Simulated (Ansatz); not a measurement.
Cost and result for the atomization energy of `[SiH3]S[SiH2]S[SiH3]` (13 atoms, 12 bonds).

```xyz
13

Si   -1.465   -1.286    1.142
S     0.664   -1.435    0.935
Si    1.109    0.645    1.061
S    -0.017    1.814   -0.320
Si    0.472    0.708   -2.093
H    -1.919   -2.617    1.612
H    -2.109   -0.968   -0.155
H    -1.806   -0.243    2.142
H     2.564    0.745    0.796
H     0.769    1.192    2.396
H     0.248    1.641   -3.224
H    -0.404   -0.478   -2.242
H     1.893    0.283   -2.050
```

Charge 0, multiplicity 1. The structure was optimised at the PBE0-D4/def2-TZVP level. It is one conformer, not always the lowest. Program: Ansatz. All runs use 2 threads of an AMD EPYC 7R13 on a shared host and a share of an NVIDIA H100 80 GB. Times are those of one run each, without the atoms' runs, and a repeat can differ threefold. Electronic energies, without spin–orbit coupling; frozen cores. CCSD(T)/CBS adds CCSD(T) − MP2 in def2-TZVPP to the MP2 limit, and its time is that of the two runs behind it. T1 = 0.012. B3LYP takes the VWN-RPA correlation (the form of Gaussian; ORCA's B3LYP/G).

CCSD(T)/CBS is a level of theory with its own doubt, some kJ/mol a heavy atom from the limit and from the frozen cores, so smaller differences don't rank the functionals.

```
                             level  functions  wall time  atomization (kcal/mol)  difference from CCSD(T)/CBS  per bond
                 B2PLYP/def2-TZVPP        322        3 s                   922.6                        -22.7      -1.9
   PBE-D4/def2-TZVPP (with forces)        322      3.3 s                   934.5                        -10.8      -0.9
                PBE0-D4/def2-TZVPP        322      3.3 s                   933.3                        -12.0      -1.0
r2SCAN-D4/def2-TZVPP (with forces)        322      3.9 s                   944.6                         -0.7      -0.1
                ωB97X-V/def2-TZVPP        322      3.9 s                   953.8                          8.5       0.7
 B3LYP-D4/def2-TZVPP (with forces)        322        4 s                   938.5                         -6.8      -0.6
                    MP2/def2-QZVPP        590      4.5 s                   933.7                        -11.6      -1.0
  ωB97M-V/def2-TZVPP (with forces)        322      4.9 s                   947.7                          2.4       0.2
                CCSD(T)/def2-TZVPP        322      5.5 s                   916.0                        -29.3      -2.4
                 CCSD(T)/CBS(def2)          –       10 s                   945.3                          0.0       0.0
```

In def2-TZVPP, CCSD(T) changes the Hartree–Fock value by +209.1 kcal/mol (the triples alone add +11.8 kcal/mol) and MP2 by +209.4 kcal/mol; breaking electron pairs costs correlation energy, which Hartree–Fock lacks. The D4 term adds +18.3 kcal/mol with B3LYP and +9.7 kcal/mol with PBE0; it sums over pairs of atoms, weighted by their polarisabilities, and B3LYP, whose exchange is more repulsive, gets the larger term.
